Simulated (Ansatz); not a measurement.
Ansatz (a program for electronic structure) input (CCSD(T)/def2-SVPD):

Ansatz 0.2 input:
```yaml
crystal:
  periodic: [false, false, false]
  atoms:
    - {symbol: Cr, position_ang: [-0.60292031, -0.56638228, -0.59197956]}
    - {symbol: O, position_ang: [1.45639411, 0.99759732, 1.25957913]}
    - {symbol: C, position_ang: [0.46982244, 0.93539937, 0.68847937]}
basis:
  gaussian:
    orbitals: def2-SVPD
magnetization: {spin_polarized: true, initial_magnetization: 6}
correlation: {method: ccsd_t, electrons: outside_noble_gas}
output: {forces: true}
```

End of the output:

```
determinant -31449.75200783 eV, -1155.7570688802 hartree, with singles and doubles -31459.39407190 eV, -1156.1114081992 hartree
determinant -31449.68737495 eV, -1155.7546936658 hartree, with singles and doubles -31459.37745216 eV, -1156.1107974349 hartree
determinant -31449.39319999 eV, -1155.7438829351 hartree, with singles and doubles -31459.67016826 eV, -1156.1215545533 hartree
determinant -31448.89709169 eV, -1155.7256512915 hartree, with singles and doubles -31459.37921559 eV, -1156.1108622399 hartree
11 core orbitals not correlated
reference -31451.69879828 eV, -1155.8286121097 hartree; 11, 5 occupied and 55, 61 virtual orbitals, 802 factors
densities: 0.46 GiB planned
second order -10.06702250 eV of doubles, -0.00000000 eV of singles
coupled cluster: 0.35 GiB planned
cycle   1  -10.37552686 eV  change    2.9e-4 eV  update   2.4e-3
cycle   2  -10.37556196 eV  change   -3.5e-5 eV  update   2.0e-3
cycle   3  -10.37514717 eV  change    4.1e-4 eV  update   1.4e-3
cycle   4  -10.37551976 eV  change   -3.7e-4 eV  update   4.3e-4
cycle   5  -10.37623898 eV  change   -7.2e-4 eV  update   1.5e-4
cycle   6  -10.37631829 eV  change   -7.9e-5 eV  update   7.2e-5
cycle   7  -10.37629668 eV  change    2.2e-5 eV  update   4.0e-5
cycle   8  -10.37623313 eV  change    6.4e-5 eV  update   2.0e-5
cycle   9  -10.37623755 eV  change   -4.4e-6 eV  update   9.9e-6
cycle  10  -10.37624802 eV  change   -1.0e-5 eV  update   5.2e-6
cycle  11  -10.37624860 eV  change   -5.8e-7 eV  update   3.3e-6
cycle  12  -10.37624753 eV  change    1.1e-6 eV  update   1.9e-6
cycle  13  -10.37624746 eV  change    7.2e-8 eV  update   8.9e-7
cycle  14  -10.37624751 eV  change   -5.0e-8 eV  update   5.5e-7
perturbative correction -0.45494689 eV, -0.0167189899 hartree
the calculation of the forces begins
Total energy: -31462.52999268 eV, -1156.2266511622 hartree
Atom 0 at    -0.602920    -0.566382    -0.591980 Å, force    -0.201690    -0.152624    -0.181088 eV/Å
Atom 1 at     1.456394     0.997597     1.259579 Å, force     0.667139     0.183118     0.451053 eV/Å
Atom 2 at     0.469822     0.935399     0.688479 Å, force    -0.465449    -0.030494    -0.269965 eV/Å
Dipole moment:     0.002160     0.318632     0.147706 e Å
```

The spin state was set by rule; other spins were not relaxed.
